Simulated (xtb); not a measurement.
CH4OZn (SMILES [CH3][Zn][OH]), singlet, from a rough starting geometry (GFN-xTB shapes and energies of metal compounds can be far from the true ones); GFN2-xTB run with xtb.

Input for xtb:
```
$ xtb mol.xyz --gfn 2 --opt vtight --json

# file mol.xyz
7

Zn     0.07115421    -0.46628221     0.54275902
C     -0.15216521     1.10585010    -0.61892551
H     -0.85564227     1.84625540    -0.22895209
H     -0.42143054     0.77869338    -1.58407056
H      0.80770095     1.60680228    -0.70295319
O      0.29646673    -2.19825570     0.91743169
H      0.27771372    -2.70689181     1.67094519
```

What the program printed (banner, timings and long lists left out):

```
   ID    Z sym.   atoms
    1   30 Zn     1
    2    6 C      2
    3    1 H      3-5, 7
    4    8 O      6

           -------------------------------------------------
          |                Calculation Setup                |
           -------------------------------------------------

           -------------------------------------------------
          |                 G F N 2 - x T B                 |
           -------------------------------------------------

          ...................................................
          :                      SETUP                      :
          :.................................................:
          :  # basis functions                  16          :
          :  # atomic orbitals                  16          :
          :  # shells                           10          :
          :  # electrons                        16          :
          :  max. iterations                   250          :
          :  Hamiltonian                  GFN2-xTB          :
          :  restarted?                      false          :
          :  GBSA solvation                  false          :
          :  PC potential                    false          :
          :  electronic temp.          300.0000000     K    :
          :  accuracy                    1.0000000          :
          :  -> integral cutoff          0.2500000E+02      :
          :  -> integral neglect         0.1000000E-07      :
          :  -> SCF convergence          0.1000000E-05 Eh   :
          :  -> wf. convergence          0.1000000E-03 e    :
          :  Broyden damping             0.4000000          :
          :  net charge                          0          :
          :  unpaired electrons                  0          :
          ...................................................

 iter      E             dE          RMSdq      gap      omega  full diag
   1     -8.7509199 -0.875092E+01  0.973E+00    4.85       0.0  T
   2     -8.7404902  0.104297E-01  0.490E+00    5.14       1.0  T
   3     -8.7436345 -0.314427E-02  0.412E+00    4.42       1.0  T
   4     -8.8508592 -0.107225E+00  0.737E-01    4.53       1.0  T
   5     -8.8512832 -0.423985E-03  0.250E-01    4.67       1.0  T
   6     -8.8513315 -0.482521E-04  0.163E-01    4.60       1.0  T
   7     -8.8513774 -0.459431E-04  0.419E-02    4.63       1.0  T
   8     -8.8513750  0.243948E-05  0.314E-02    4.62       1.2  T
   9     -8.8513819 -0.688370E-05  0.328E-03    4.63      11.5  T
  10     -8.8513819 -0.245159E-08  0.212E-03    4.63      17.8  T
  11     -8.8513819 -0.717898E-08  0.222E-04    4.63     170.6  T
  12     -8.8513819 -0.521288E-09  0.891E-05    4.63     424.2  T

   *** convergence criteria satisfied after 12 iterations ***

         :::::::::::::::::::::::::::::::::::::::::::::::::::::
         ::                     SUMMARY                     ::
         :::::::::::::::::::::::::::::::::::::::::::::::::::::
         :: total energy              -8.761804077412 Eh    ::
         :: gradient norm              0.082210205519 Eh/a0 ::
         :: HOMO-LUMO gap              4.628895801726 eV    ::
         ::.................................................::
         :: SCC energy                -8.851381904567 Eh    ::
         :: -> isotropic ES            0.086427068336 Eh    ::
         :: -> anisotropic ES          0.000084982830 Eh    ::
         :: -> anisotropic XC          0.002201023898 Eh    ::
         :: -> dispersion             -0.002090939070 Eh    ::
         :: repulsion energy           0.089577827156 Eh    ::
         :: add. restraining           0.000000000000 Eh    ::
         :: total charge              -0.000000000000 e     ::
         :::::::::::::::::::::::::::::::::::::::::::::::::::::

      -----------------------------------------------------------
     |                   =====================                   |
     |                        A N C O P T                        |
[...]
 * total energy  :    -8.7618041 Eh     change       -0.3552891E-10 Eh
 * total energy  :    -8.7649370 Eh     change       -0.3132923E-02 Eh
 * total energy  :    -8.7653173 Eh     change       -0.3803298E-03 Eh
 * total energy  :    -8.7654521 Eh     change       -0.1347478E-03 Eh
 * total energy  :    -8.7655162 Eh     change       -0.6416560E-04 Eh
 * total energy  :    -8.7655320 Eh     change       -0.1573589E-04 Eh
 * total energy  :    -8.7655387 Eh     change       -0.6710965E-05 Eh
 * total energy  :    -8.7655441 Eh     change       -0.5377929E-05 Eh
 * total energy  :    -8.7655498 Eh     change       -0.5754840E-05 Eh
 * total energy  :    -8.7655505 Eh     change       -0.7233824E-06 Eh
 * total energy  :    -8.7655509 Eh     change       -0.3245914E-06 Eh
 * total energy  :    -8.7655509 Eh     change       -0.3513486E-07 Eh
   *** GEOMETRY OPTIMIZATION CONVERGED AFTER 12 ITERATIONS ***
         :: total energy              -8.765550905884 Eh    ::
[...]
           -------------------------------------------------

    * Orbital Energies and Occupations

         #    Occupation            Energy/Eh            Energy/eV
      -------------------------------------------------------------
         1        2.0000           -0.6444878             -17.5374
         2        2.0000           -0.5913004             -16.0901
         3        2.0000           -0.5342546             -14.5378
         4        2.0000           -0.4806053             -13.0779
         5        2.0000           -0.4802504             -13.0683
         6        2.0000           -0.4550123             -12.3815
         7        2.0000           -0.4156804             -11.3112
         8        2.0000           -0.4017868             -10.9332 (HOMO)
         9                         -0.2306406              -6.2761 (LUMO)
        10                         -0.0525755              -1.4307
        11                         -0.0168222              -0.4578
        12                          0.1392909               3.7903
        13                          0.2111157               5.7448
        14                          0.2120707               5.7707
        15                          0.2329577               6.3391
        16                          0.7116701              19.3655
      -------------------------------------------------------------
                  HL-Gap            0.1711462 Eh            4.6571 eV
             Fermi-level           -0.3162137 Eh           -8.6046 eV

     #   Z          covCN         q      C6AA      α(0)
     1  30 Zn       1.573     0.296   121.611    21.542
     2   6 C        3.611    -0.181    24.641     7.168
     3   1 H        0.925     0.060     2.196     2.317
     4   1 H        0.925     0.063     2.165     2.301
     5   1 H        0.925     0.061     2.187     2.312
     6   8 O        1.544    -0.588    24.963     6.740
     7   1 H        0.806     0.289     0.755     1.365

 Mol. C6AA /au·bohr⁶  :        676.868241
 Mol. C8AA /au·bohr⁸  :      26663.456773
 Mol. α(0) /au        :         43.745988

Wiberg/Mayer (AO) data.
largest (>0.10) Wiberg bond orders for each atom

 ---------------------------------------------------------------------------
     #   Z sym  total        # sym  WBO       # sym  WBO       # sym  WBO
 ---------------------------------------------------------------------------
     1  30 Zn   1.856 --     6 O    0.930     2 C    0.849
     2   6 C    3.991 --     3 H    0.978     5 H    0.972     4 H    0.966
                             1 Zn   0.849     6 O    0.214
     3   1 H    0.996 --     2 C    0.978
     4   1 H    0.996 --     2 C    0.966
     5   1 H    0.996 --     2 C    0.972
     6   8 O    2.043 --     1 Zn   0.930     7 H    0.894     2 C    0.214
     7   1 H    0.917 --     6 O    0.894
 ---------------------------------------------------------------------------

Topologies differ in total number of bonds
Writing topology from bond orders to xtbtopo.mol

molecular dipole:
                 x           y           z       tot (Debye)
 q only:       -0.134       0.746       0.161
   full:       -0.143       0.685       0.396       2.043
molecular quadrupole (traceless):
                xx          xy          yy          xz          yz          zz
 q only:       -0.124       0.506      -2.317       0.076      -1.660       2.441
  q+dip:       -0.571       0.611      -2.738       0.169      -2.888       3.309
   full:       -0.088       0.826      -3.814       0.095      -2.517       3.902

optimized geometry written to: xtbopt.xyz

           -------------------------------------------------
          | TOTAL ENERGY               -8.765550905884 Eh   |
          | GRADIENT NORM               0.000060390409 Eh/α |
          | HOMO-LUMO GAP               4.657124621256 eV   |
           -------------------------------------------------

normal termination of xtb
```
